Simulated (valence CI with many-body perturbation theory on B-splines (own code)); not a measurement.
## Nb XXXVII: calculated level list

Calculated by relativistic CI+MBPT: three valence electrons over a frozen Dirac-Fock core [He], radial functions for each j: 11 s, 11 p, 10 d, 8 f, 5 g, 2 h, with the one-electron correlation potential Σ1 (screened to all orders), the two-electron term Σ2, the three-electron term Σ3, Breit, model QED; selected single and double excitations, second order for the rest, scaled by the run's own slope (own B-spline code, finite nucleus).

No measured spectrum was set against this ion. As an estimate, large intervals hold to a few tenths of a per cent, small ones and those within an open d or f shell to about a per cent.

Levels 91 to 135 of 211, with energies above the lowest level, (2s^2 2p1/2) J=1/2. "Leading %" is the weight of the configuration and term that name the level; weights of strongly mixed levels are sums over their largest components and can fall short. In the jj column 3d3/2^4 stands for four electrons in 3d with j = 3/2. Lifetimes count E1, E2, E3, M1 and M2 decay at the calculated energies, and are blank where another channel may lead or the interval is too uncertain; long ones can be off by a factor of two.

| No. | Configuration | Term | J | E (eV) | Leading % | Leading jj | Lifetime | Second component |
| --- | --- | --- | --- | --- | --- | --- | --- | --- |
| 91 | 2p2 3p | 2P° | 1/2 | 3216.8 | 83 | 2p1/2 2p3/2 3p3/2 (96 %) | 26.5 fs | 8 % 2p2 3p 2S° |
| 92 | 2p2 3d | 4F | 7/2 | 3217.7 | 67 | 2p1/2 2p3/2 3d5/2 (80 %) | 238 fs | 22 % 2p2 3d 4D |
| 93 | 2p2 3d | 2F | 7/2 | 3221.7 | 43 | 2p1/2 2p3/2 3d3/2 (70 %) | 2.88 ps | 29 % 2p2 3d 4D |
| 94 | 2p2 3d | 4P | 5/2 | 3225.2 | 43 | 2p1/2 2p3/2 3d5/2 (66 %) | 8.25 fs | 34 % 2p2 3d 2F |
| 95 | 2p2 3d | 4D | 3/2 | 3226.8 | 41 | 2p1/2 2p3/2 3d5/2 (80 %) | 13.9 fs | 26 % 2p2 3d 2P |
| 96 | 2p2 3d | 2G | 9/2 | 3230.1 | 54 | 2p1/2 2p3/2 3d5/2 (98 %) | 3.96 ps | 46 % 2p2 3d 4F |
| 97 | 2p2 3s | 4P | 5/2 | 3232.7 | 28 | 2p3/2^2 3s (49 %) | 13.8 fs | 23 % 2p2 3d 2D |
| 98 | 2p2 3d | 4D | 5/2 | 3235.8 | 25 | 2p1/2 2p3/2 3d3/2 (56 %) | 7.40 fs | 15 % 2p2 3s 4P |
| 99 | 2p2 3d | 4P | 3/2 | 3236.2 | 45 | 2p1/2 2p3/2 3d3/2 (81 %) | 5.62 fs | 28 % 2p2 3d 2P |
| 100 | 2p2 3d | 4P | 1/2 | 3238.6 | 47 | 2p1/2 2p3/2 3d3/2 (94 %) | 5.88 fs | 29 % 2p2 3d 2S |
| 101 | 2p2 3s | 2P | 3/2 | 3242.0 | 48 | 2p3/2^2 3s (92 %) | 35.5 fs | 37 % 2p2 3s 2D |
| 102 | 2p2 3d | 2F | 7/2 | 3245.8 | 55 | 2p1/2 2p3/2 3d5/2 (87 %) | 5.83 fs | 28 % 2p2 3d 2G |
| 103 | 2p2 3d | 2D | 5/2 | 3246.3 | 48 | 2p1/2 2p3/2 3d5/2 (68 %) | 6.94 fs | 14 % 2p2 3d 2F |
| 104 | 2p2 3d | 2D | 3/2 | 3248.5 | 63 | 2p1/2 2p3/2 3d5/2 (92 %) | 8.38 fs | 22 % 2p2 3d 2P |
| 105 | 2p2 3d | 2P | 1/2 | 3249.9 | 71 | 2p1/2 2p3/2 3d5/2 (91 %) | 6.70 fs | 21 % 2p2 3d 2S |
| 106 | 2p2 3p | 2P° | 3/2 | 3275.3 | 27 | 2p3/2^2 3p1/2 (97 %) | 21.9 fs | 22 % 2p2 3p 2D° |
| 107 | 2p2 3s | 2S | 1/2 | 3276.7 | 73 | 2p3/2^2 3s (94 %) | 76.6 fs | 13 % 2p2 3s 4P |
| 108 | 2p2 3p | 2D° | 5/2 | 3278.2 | 50 | 2p3/2^2 3p1/2 (96 %) | 20.7 fs | 24 % 2p2 3p 2F° |
| 109 | 2p2 3p | 2D° | 5/2 | 3296.7 | 54 | 2p3/2^2 3p3/2 (99 %) | 26.3 fs | 33 % 2p2 3p 4P° |
| 110 | 2p2 3p | 2P° | 1/2 | 3297.0 | 60 | 2p3/2^2 3p3/2 (90 %) | 23.9 fs | 30 % 2p2 3p 2S° |
| 111 | 2p2 3p | 4D° | 7/2 | 3297.5 | 55 | 2p3/2^2 3p3/2 (98 %) | 29.3 fs | 45 % 2p2 3p 2F° |
| 112 | 2p2 3p | 2P° | 1/2 | 3316.0 | 87 | 2p3/2^2 3p1/2 (89 %) | 21.6 fs | 7 % 2p2 3p 4D° |
| 113 | 2p2 3p | 2P° | 3/2 | 3323.7 | 63 | 2p3/2^2 3p3/2 (98 %) | 24.4 fs | 17 % 2p2 3p 2D° |
| 114 | 2p2 3d | 2F | 7/2 | 3333.4 | 51 | 2p3/2^2 3d5/2 (98 %) | 170 fs | 39 % 2p2 3d 4D |
| 115 | 2p2 3d | 2D | 3/2 | 3334.9 | 42 | 2p3/2^2 3d3/2 (97 %) | 8.08 fs | 20 % 2p2 3d 4P |
| 116 | 2p2 3d | 4F | 9/2 | 3335.1 | 54 | 2p3/2^2 3d5/2 (98 %) | 3.31 ps | 46 % 2p2 3d 2G |
| 117 | 2p2 3d | 2D | 5/2 | 3335.2 | 30 | 2p3/2^2 3d3/2 (85 %) | 7.94 fs | 26 % 2p2 3d 4D |
| 118 | 2p2 3d | 2P | 1/2 | 3335.6 | 71 | 2p3/2^2 3d3/2 (61 %) | 13.1 fs | 15 % 2p2 3d 4P |
| 119 | 2p2 3d | 2F | 7/2 | 3338.7 | 49 | 2p3/2^2 3d3/2 (96 %) | 7.00 fs | 34 % 2p2 3d 2G |
| 120 | 2p2 3p | 2P° | 3/2 | 3342.2 | 73 | 2p3/2^2 3p3/2 (97 %) | 25.0 fs | 10 % 2p2 3p 2D° |
| 121 | 2p2 3d | 2S | 1/2 | 3348.2 | 49 | 2p3/2^2 3d5/2 (60 %) | 7.28 fs | 32 % 2p2 3d 4P |
| 122 | 2p2 3d | 2P | 3/2 | 3355.1 | 58 | 2p3/2^2 3d5/2 (89 %) | 6.28 fs | 16 % 2p2 3d 4P |
| 123 | 2p2 3d | 2D | 5/2 | 3357.8 | 63 | 2p3/2^2 3d5/2 (89 %) | 6.08 fs | 26 % 2p2 3d 2F |
| 124 | 2p2 3d | 2D | 3/2 | 3378.3 | 86 | 2p3/2^2 3d3/2 (89 %) | 6.29 fs | 6 % 2p2 3d 4F |
| 125 | 2p2 3d | 2D | 5/2 | 3381.5 | 73 | 2p3/2^2 3d5/2 (95 %) | 8.59 fs | 10 % 2p2 3d 2F |
| 126 | 2s2 4s | 2S | 1/2 | 3791.8 | 97 | 2s^2 4s (97 %) | 80.3 fs |  |
| 127 | 2s2 4p | 2P° | 1/2 | 3807.9 | 97 | 2s^2 4p1/2 (97 %) | 135 fs |  |
| 128 | 2s2 4p | 2P° | 3/2 | 3820.9 | 97 | 2s^2 4p3/2 (97 %) | 150 fs |  |
| 129 | 2s2 4d | 2D | 3/2 | 3833.6 | 97 | 2s^2 4d3/2 (97 %) | 16.7 fs |  |
| 130 | 2s2 4d | 2D | 5/2 | 3837.5 | 97 | 2s^2 4d5/2 (97 %) | 17.3 fs |  |
| 131 | 2s2 4f | 2F° | 5/2 | 3844.9 | 97 | 2s^2 4f5/2 (97 %) | 37.1 fs |  |
| 132 | 2s2 4f | 2F° | 7/2 | 3846.7 | 97 | 2s^2 4f7/2 (97 %) | 37.4 fs |  |
| 133 | 2s 2p 4s | 4P° | 1/2 | 3866.5 | 79 | 2s 2p1/2 4s (100 %) | 87.5 fs | 20 % 2s 2p 4s 2P° |
| 134 | 2s 2p 4s | 4P° | 3/2 | 3879.8 | 71 | 2s 2p1/2 4s (95 %) | 79.9 fs | 28 % 2s 2p 4s 2P° |
| 135 | 2s 2p 4p | 4D | 1/2 | 3880.9 | 68 | 2s 2p1/2 4p1/2 (100 %) | 68.3 fs | 21 % 2s 2p 4p 2P |
